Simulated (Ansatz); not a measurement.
`CC1=CC(C(F)(F)F)=[O+][Ti-]([F])([F])([Cl])[O]1` + HCl → `CC1=CC(C(F)(F)F)=[O+][Ti-]([F])([Cl])([Cl])[O]1` + H–F  (ligand exchange at a Ti–F bond)

Computed with Ansatz on PBE0-D4/def2-TZVP structures; ΔE is electronic, products minus reactants. CCSD(T)/CBS adds triple-zeta CCSD(T) − MP2 to the extrapolated MP2 energy (def2 sets, frozen cores). This one scheme is used for every species. Functionals use def2-TZVPP. B3LYP here is the variant with VWN-RPA as its local correlation; programs differ in this. HSE06 is defined as in plane-wave codes. For Ti outer-core shells are correlated without core-valence functions, which leaves a few kJ/mol of doubt a bond. Scalar relativity is left out up to krypton.

```json
{"level": "BLYP-D4", "ΔE (kcal/mol)": "7.5", "difference from CCSD(T)/CBS": "2.0"}
{"level": "ωB97M-V", "ΔE (kcal/mol)": "8.7", "difference from CCSD(T)/CBS": "3.2"}
{"level": "B2PLYP", "ΔE (kcal/mol)": "7.2", "difference from CCSD(T)/CBS": "1.7"}
{"level": "BLYP", "ΔE (kcal/mol)": "9.7", "difference from CCSD(T)/CBS": "4.2"}
{"level": "B3LYP", "ΔE (kcal/mol)": "9.2", "difference from CCSD(T)/CBS": "3.7"}
{"level": "r2SCAN0", "ΔE (kcal/mol)": "7.5", "difference from CCSD(T)/CBS": "2.0"}
{"level": "HSE06", "ΔE (kcal/mol)": "7.2", "difference from CCSD(T)/CBS": "1.7"}
{"level": "CCSD/def2-SVP", "ΔE (kcal/mol)": "12.7", "difference from CCSD(T)/CBS": "7.2"}
{"level": "CCSD(T)/def2-SVP", "ΔE (kcal/mol)": "11.0", "difference from CCSD(T)/CBS": "5.5"}
{"level": "CCSD/def2-TZVPP", "ΔE (kcal/mol)": "8.9", "difference from CCSD(T)/CBS": "3.4"}
{"level": "CCSD(T)/CBS", "ΔE (kcal/mol)": "5.5", "difference from CCSD(T)/CBS": "0"}
```

Largest T1 diagnostic among the species: 0.021, so the coupled-cluster value is less sure than usual.

The D4 term adds −1.8 kcal/mol with B3LYP and −1.0 kcal/mol with PBE0; it sums over pairs of atoms, weighted by their polarisabilities, and B3LYP, whose exchange is more repulsive, gets the larger term. Leaving LDA and LC-ωPBE aside and taking each functional with its dispersion term where it has one, the values, not all of them listed here, spread over 4.1 kcal/mol, from PBE-QIDH to ωB97X-V. In def2-TZVPP, CCSD(T) changes the Hartree–Fock value by −3.7 kcal/mol (the triples alone add −1.8 kcal/mol) and MP2 by −6.5 kcal/mol.
